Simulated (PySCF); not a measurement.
**Excitation energy of Cd²⁺ by level of theory**

Cd²⁺ [Kr] 4d10 (1S) → Cd²⁺ [Kr] 4d9 5s1 (3D), as a difference of total energies. Computed with PySCF 2.14 in x2c-TZVPPall with one added diffuse shell each of s, p, d, f type (9s7p7d3f1g, 95 functions), with the spin-free X2C one-electron Hamiltonian (Gaussian nucleus). Correlated levels: valence: [Kr] frozen. The calculations carry no spin-orbit coupling.

```
           method  excitation energy (eV)
              UHF                   9.807
    MP2 (valence)                  10.645
SCS-MP2 (valence)                  10.650
   CCSD (valence)                  10.455
CCSD(T) (valence)                  10.480
```

Problem. How much does correlation contribute at CCSD(T) (valence)?

Solution. 10.480 − (9.807) = 0.673 eV, measured against UHF.

A first-order spin-orbit estimate (lowest level to lowest level, LS coupling) adds -0.296 eV.
